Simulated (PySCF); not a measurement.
Coordinates in bohr (charge 0 multiplicity 1):
```
Y    -1.8597    0.0000   -1.6841
S    -5.6686    0.0000    0.3297
I     2.7300    0.0000    1.0966
```

These are results of PBE0/[Y def2-TZVP with ECP28, S def2-TZVP, I def2-TZVP with ECP28], scalar-relativistic core potentials, density fitting, no spin–orbit coupling, PySCF, not measurements.

This geometry of YSI is a stationary point at this level.

What is the point group?

Cs.

Is it a minimum?

Yes: all harmonic wavenumbers are real.

Which band is strongest in the infrared?

500 cm⁻¹ (a'), 109 km/mol.

Give the atomic charges and bond orders.


```csv
atom,Mulliken,Löwdin,polar tensor,Mayer order to Y1
Y1,0.97,-0.01,1.54,–
S2,-0.55,-0.02,-0.92,2.24
I3,-0.42,0.03,-0.62,1.00
```

Stability towards spin polarisation was not tested. Other isomers or separated fragments may lie lower.
